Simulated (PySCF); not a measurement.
H$_{9}$N$_{3}$Si$_{3}$, triplet, at the geometry of the source list (a higher spin typed on purpose: for a closed-shell molecule this is an excited state); B3LYP/3-21G (PySCF).

PySCF was given this input:
```python
from pyscf import gto, scf, dft

mol = gto.M(
    atom='''
Si    1.669100   -0.434200   -0.530100
N     0.512000   -1.521400    0.146900
Si   -1.176600   -1.299400    0.428700
N    -1.441100    0.397000    0.603000
Si   -0.531500    1.723900   -0.021900
N     1.085500    1.165200   -0.249500
H     1.839600   -0.683200   -1.975100
H     2.940000   -0.600000    0.186000
H     0.821200   -2.476200    0.200700
H    -1.970600   -1.840900   -0.691100
H    -1.529800   -1.958400    1.692000
H    -2.349600    0.643400    0.956600
H    -0.519100    2.794500    0.982000
H    -1.105400    2.198500   -1.295700
H     1.756300    1.891300   -0.432500
''',
    basis='3-21g',
    charge=0,
    spin=2,
    verbose=5,
)

mf = dft.UKS(mol)
mf.xc = 'b3lyp'
mf.kernel()
```

Q: Write the output that PySCF gives for this input, abridged.

A: 
```
PySCF version 2.14.0

[INPUT] verbose = 5
[INPUT] max_memory = 4000
[INPUT] num. atoms = 15
[INPUT] num. electrons = 72
[INPUT] charge = 0
[INPUT] spin (= nelec alpha-beta = 2S) = 2
[INPUT] symmetry False subgroup None
[INPUT] Mole.unit = angstrom
[INPUT] Symbol           X                Y                Z      unit          X                Y                Z       unit  Magmom
[...]
[INPUT] ---------------- BASIS SET ----------------
[INPUT] l, kappa, [nprim/nctr], expnt,             c_1 c_2 ...
[INPUT] Si
[...]
                                137.336           0.386229
                                29.7601           0.67238
[...]
                                8.31729           0.10741
                                2.21645           0.951446
[...]
                                0.302422          1.25165
[...]
                                8.31729           0.457578
                                2.21645           0.607427
[...]
                                0.302422          0.956883
[...]
[INPUT] N
[...]
                                36.4851           0.352955
                                7.81449           0.706513
[...]
                                1.14915           1.22442
[...]
                                1.14915           0.858953
[...]
[INPUT] H
[...]
                                0.824547          0.904691
[...]
nuclear repulsion = 474.033508813322
number of shells = 54
number of NR pGTOs = 153
number of NR cGTOs = 84
basis = 3-21g
ecp = {}

******** <class 'pyscf.dft.uks.UKS'> ********
method = UKS
initial guess = minao
damping factor = 0
level_shift factor = 0
DIIS = <class 'pyscf.scf.diis.CDIIS'>
diis_start_cycle = 1
diis_space = 8
diis_damp = 0
SCF conv_tol = 1e-09
SCF conv_tol_grad = None
SCF max_cycles = 50
direct_scf = True
direct_scf_tol = 1e-13
number electrons alpha = 37  beta = 35
XC library pyscf.dft.libxc version 7.1.2
    S. Lehtola, C. Steigemann, M. J. T. Oliveira, and M. A. L. Marques,  SoftwareX 7, 1–5 (2018)
XC functionals = b3lyp
    P. J. Stephens, F. J. Devlin, C. F. Chabalowski, and M. J. Frisch,  J. Phys. Chem. 98, 11623 (1994)
radial grids:
    Treutler-Ahlrichs [JCP 102, 346 (1995); DOI:10.1063/1.469408] (M4) radial grids

becke partition: Becke, JCP 88, 2547 (1988); DOI:10.1063/1.454033
pruning grids: <function nwchem_prune>
grids dens level: 3
symmetrized grids: False
atomic radii adjust function: <function treutler_atomic_radii_adjust>
small_rho_cutoff = 0
[...]
  8.67857054e-02  8.89989257e-02  1.05545729e-01  1.35419942e-01
  1.49776254e-01  1.59823947e-01  1.68309287e-01  1.69739553e-01
  1.80794549e-01  1.95893311e-01  2.05552562e-01  2.99581239e-01
  3.17299964e-01  3.26548121e-01  3.31522515e-01  3.51794929e-01
  3.59743963e-01  4.06961795e-01  4.23485709e-01  4.54260244e-01
  4.67817155e-01  4.80502016e-01  4.95079762e-01  9.30853719e-01
  1.02875443e+00  1.05392691e+00  1.06165401e+00  1.07079432e+00
  1.07871633e+00  1.07914136e+00  1.09357322e+00  1.11264216e+00
  1.18317065e+00  1.19112185e+00  1.21451671e+00  1.30019062e+00
  1.30039529e+00  1.32180636e+00  1.36429807e+00  1.43730347e+00
  1.44406751e+00  2.20222497e+00  2.27031181e+00  2.42529476e+00]
  beta  mo_energy =
[-6.56858628e+01 -6.56857534e+01 -6.56814096e+01 -1.42926915e+01
 -1.42193284e+01 -1.42190606e+01 -5.27592657e+00 -5.27586076e+00
 -5.26941957e+00 -3.63374099e+00 -3.63333673e+00 -3.63237410e+00
 -3.63231307e+00 -3.63190544e+00 -3.63183656e+00 -3.62763912e+00
 -3.62664171e+00 -3.62480172e+00 -8.87483952e-01 -8.41514661e-01
 -8.24404064e-01 -5.74223700e-01 -5.66366328e-01 -5.44835082e-01
 -4.58180678e-01 -4.45768328e-01 -4.31063584e-01 -4.21860782e-01
 -3.96429838e-01 -3.71947530e-01 -3.66388569e-01 -3.48749112e-01
 -3.41869575e-01 -2.38588622e-01 -2.37221877e-01 -1.96149684e-01
  3.64117070e-02  4.00896747e-02  6.19464388e-02  9.38082967e-02
  9.56081787e-02  9.61664167e-02  1.16742682e-01  1.49031194e-01
  1.64623087e-01  1.69666733e-01  1.72051236e-01  1.77007910e-01
  1.82766318e-01  2.03577220e-01  2.10940740e-01  3.03963104e-01
  3.24712388e-01  3.30744593e-01  3.34047119e-01  3.57793540e-01
  3.63622674e-01  4.20375883e-01  4.26204343e-01  4.63884585e-01
  4.74034668e-01  4.84743248e-01  5.01053239e-01  9.34876919e-01
  1.04239188e+00  1.06641358e+00  1.06825331e+00  1.08473174e+00
  1.09032276e+00  1.09290750e+00  1.11112646e+00  1.11987739e+00
  1.19155712e+00  1.21280705e+00  1.22060942e+00  1.31211695e+00
  1.31469860e+00  1.32804203e+00  1.36696489e+00  1.44353073e+00
  1.44644257e+00  2.23781308e+00  2.27105809e+00  2.43381727e+00]
multiplicity <S^2> = 2.0044596  2S+1 = 3.0029716
nelec by numeric integration = [37.00000939 34.99999917]
E1 = -2369.401535678916  E2 = 862.8071839766899  Ecoul = 949.724115665535  Exc = -86.9169316888451
Extra cycle  E= -1032.5608428889  delta_E= -3.84e-10  |g|= 2.3e-05  |ddm|= 0.000213
converged SCF energy = -1032.5608428889  <S^2> = 2.0044596  2S+1 = 3.0029716
```
